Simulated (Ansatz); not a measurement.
An input meant for Ca10O12H4, a hydroxylated oxide cluster (charge 0, singlet; scaled by 1.05).

```yaml
crystal:
  periodic: [false, false, false]
  atoms:
    - {symbol: Ca, position_ang: [0.555189, 0.137820, 0.998235]}
    - {symbol: Ca, position_ang: [-2.651045, 0.152934, 2.959813]}
    - {symbol: Ca, position_ang: [-2.349752, -2.236968, 0.646203]}
    - {symbol: Ca, position_ang: [-1.866720, 0.239881, -1.791818]}
    - {symbol: Ca, position_ang: [-2.287196, 2.549725, 0.594549]}
    - {symbol: Ca, position_ang: [-0.281428, -2.206582, 3.236092]}
    - {symbol: Ca, position_ang: [-0.247738, 2.454534, 3.253083]}
    - {symbol: Ca, position_ang: [0.490519, 2.629967, -1.343548]}
    - {symbol: Ca, position_ang: [0.550376, -2.321281, -1.323103]}
    - {symbol: Ca, position_ang: [2.793066, 0.126231, -1.881118]}
    - {symbol: O, position_ang: [2.598116, -2.169098, -2.493038]}
    - {symbol: O, position_ang: [-1.855035, -2.342901, -1.846128]}
    - {symbol: O, position_ang: [0.484840, 0.063295, -1.465942]}
    - {symbol: O, position_ang: [2.594331, 2.364965, -2.519712]}
    - {symbol: O, position_ang: [-0.001609, -2.308065, 0.918584]}
    - {symbol: O, position_ang: [2.912798, 0.028787, 0.433917]}
    - {symbol: O, position_ang: [-1.748872, 2.480737, -1.688490]}
    - {symbol: O, position_ang: [-2.434495, 0.105530, 0.510822]}
    - {symbol: O, position_ang: [0.100093, 2.526178, 0.974099]}
    - {symbol: O, position_ang: [-2.479715, -2.193653, 2.919432]}
    - {symbol: O, position_ang: [-0.215134, 0.107230, 3.307170]}
    - {symbol: O, position_ang: [-2.437785, 2.457006, 2.933005]}
    - {symbol: H, position_ang: [3.249313, -2.845880, -2.887463]}
    - {symbol: H, position_ang: [-2.318774, -2.898396, -2.567428]}
    - {symbol: H, position_ang: [3.137531, 3.062270, -3.025357]}
    - {symbol: H, position_ang: [3.684133, 0.027753, 1.099947]}
basis:
  gaussian: {orbitals: STO-3G, final_grid: {core_spheres: 1, valence_spheres: 1, degree: 1}}
hamiltonian: {xc: {name: PBE}}
output: {forces: true}
```

```sh
$ ansatz run in.yaml --threads 2 --pin off --events-out ev --progress --plain --max-ram 32768MiB --backend cuda --devices 0, --max-vram 18GiB
```

It prints (some lines left out):

```
Functional definition: PBE
2714 factors; integrals over basis functions are off by at most 2.0e-4 eV
mean field evaluation 1: about -206708.8115 eV, gradient 7.7e1 eV
mean field evaluation 2: about -206033.9687 eV, gradient 3.9e2 eV
mean field evaluation 4: about -206695.2866 eV, gradient 1.0e2 eV
mean field evaluation 8: about -206735.4456 eV, gradient 3.8e-1 eV
mean field evaluation 16: about -206598.6446 eV, gradient 7.5e-1 eV
mean field evaluation 32: about -206594.4993 eV, gradient 2.7e1 eV
mean field evaluation 64: about -206598.4734 eV, gradient 1.6e0 eV
mean field evaluation 96: about -206595.2734 eV, gradient 1.3e1 eV
mean field evaluation 128: about -206598.6838 eV, gradient 1.2e-1 eV
mean field evaluation 160: about -206593.3516 eV, gradient 3.1e1 eV
mean field evaluation 192: about -206589.4053 eV, gradient 3.2e1 eV
mean field evaluation 224: about -206597.8053 eV, gradient 7.6e0 eV
mean field -206599.16759180 eV, -7592.3793710532 hartree, gradient 4.9e-6 eV, S^2 0.000000; 14 other end points of the search recorded, 0 dependent functions left out
reference -206599.16762938 eV, -7592.3793724344 hartree; 150, 150 occupied and 44, 44 virtual orbitals, 2714 factors
Total energy: -206599.16762938 eV, -7592.3793724344 hartree
Atom 0 at     0.555189     0.137820     0.998235 Å, force    -6.142226    -0.472119     1.103823 eV/Å
Atom 1 at    -2.651045     0.152934     2.959813 Å, force    -7.304251    -7.032651    12.143542 eV/Å
Atom 2 at    -2.349752    -2.236968     0.646203 Å, force    -6.153727    -9.910680    -6.585627 eV/Å
Atom 3 at    -1.866720     0.239881    -1.791818 Å, force    -6.846775   -33.518445    -7.966384 eV/Å
Atom 4 at    -2.287196     2.549725     0.594549 Å, force   -10.414666    -4.659449    -5.842545 eV/Å
Atom 5 at    -0.281428    -2.206582     3.236092 Å, force     6.502623   -16.739793     8.193532 eV/Å
Atom 6 at    -0.247738     2.454534     3.253083 Å, force     5.288186    12.532684     8.318666 eV/Å
Atom 7 at     0.490519     2.629967    -1.343548 Å, force     7.341501   -13.942819    -1.627830 eV/Å
Atom 8 at     0.550376    -2.321281    -1.323103 Å, force     4.818549    -0.241009     1.960817 eV/Å
Atom 9 at     2.793066     0.126231    -1.881118 Å, force     2.534571     0.756900   -25.906630 eV/Å
Atom 10 at     2.598116    -2.169098    -2.493038 Å, force    -4.522600     3.731476     5.929590 eV/Å
Atom 11 at    -1.855035    -2.342901    -1.846128 Å, force     2.075529    14.764334    -1.753567 eV/Å
Atom 12 at     0.484840     0.063295    -1.465942 Å, force    -4.013135    13.029466     3.323155 eV/Å
Atom 13 at     2.594331     2.364965    -2.519712 Å, force    -2.496281    -1.968212     7.054301 eV/Å
Atom 14 at    -0.001609    -2.308065     0.918584 Å, force     9.138797     8.167780    -1.387266 eV/Å
Atom 15 at     2.912798     0.028787     0.433917 Å, force     9.954122    -0.607937     8.549312 eV/Å
Atom 16 at    -1.748872     2.480737    -1.688490 Å, force     3.764351    17.514330    -1.417806 eV/Å
Atom 17 at    -2.434495     0.105530     0.510822 Å, force    -1.877304    13.956791     0.835297 eV/Å
Atom 18 at     0.100093     2.526178     0.974099 Å, force    12.360365    -7.389453     1.522520 eV/Å
Atom 19 at    -2.479715    -2.193653     2.919432 Å, force    -4.790492    -5.051544     0.851238 eV/Å
Atom 20 at    -0.215134     0.107230     3.307170 Å, force    -3.565463     5.338482    -5.351162 eV/Å
Atom 21 at    -2.437785     2.457006     2.933005 Å, force    -2.245827    11.389849    -0.308918 eV/Å
Atom 22 at     3.249313    -2.845880    -2.887463 Å, force     0.166446     0.408133     0.856260 eV/Å
Atom 23 at    -2.318774    -2.898396    -2.567428 Å, force     0.373508    -0.002710     0.591481 eV/Å
Atom 24 at     3.137531     3.062270    -3.025357 Å, force     0.323418    -0.317033     0.782779 eV/Å
Atom 25 at     3.684133     0.027753     1.099947 Å, force    -4.269217     0.263632    -3.868579 eV/Å
Dipole moment:     0.143085    -0.371952    -0.698909 e Å
```

In this input the integration grid is far too coarse. Self-consistency was reached. The result belongs to that input, not to the species as meant.
